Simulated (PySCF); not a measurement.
C₂H₁₂N₂Si₂, SMILES C(C[SiH2]N)[SiH2]N, GFN2-xTB optimised geometry.

```
18

Si     0.58     0.00     0.00
N      0.13    -0.92    -1.38
C     -0.14    -0.89     1.52
C     -1.67    -0.89     1.56
Si    -2.35    -1.74     3.12
N     -4.08    -1.80     3.26
H      2.05     0.00     0.00
H      0.09     1.40     0.00
H      0.46    -0.63    -2.29
H     -0.81    -1.26    -1.46
H      0.22    -1.92     1.54
H      0.24    -0.41     2.42
H     -2.05    -1.40     0.67
H     -2.03     0.14     1.50
H     -1.91    -0.99     4.31
H     -1.93    -3.14     3.14
H     -4.58    -0.94     3.40
H     -4.59    -2.39     2.63
```

Density from PBE0/def2-SVP run with PySCF at that geometry.

Minimum of the electron density along straight lines between bonded atoms, close to the bond critical point (lines longer than 1.1 times the sum of covalent radii, or with two minima, are not listed):

```csv
bond,length / Å,ρ at the minimum / e bohr⁻³,∇²ρ there / e bohr⁻⁵,position (fraction from the first atom)
Si1–N2,1.725,0.122,0.74,0.40
Si1–C3,1.899,0.113,0.32,0.38
C3–C4,1.530,0.234,-0.50,0.50
C4–Si5,1.908,0.111,0.30,0.62
Si5–N6,1.728,0.122,0.73,0.40
Si1–H7,1.464,0.117,0.32,0.49
Si1–H8,1.476,0.115,0.31,0.49
N2–H9,1.007,0.332,-1.53,0.76
N2–H10,1.007,0.331,-1.52,0.76
C3–H11,1.091,0.272,-0.96,0.62
C3–H12,1.091,0.271,-0.95,0.62
C4–H13,1.093,0.269,-0.93,0.62
C4–H14,1.094,0.270,-0.94,0.62
Si5–H15,1.465,0.117,0.32,0.49
Si5–H16,1.465,0.117,0.33,0.49
N6–H17,1.007,0.332,-1.53,0.76
N6–H18,1.007,0.332,-1.53,0.76
```
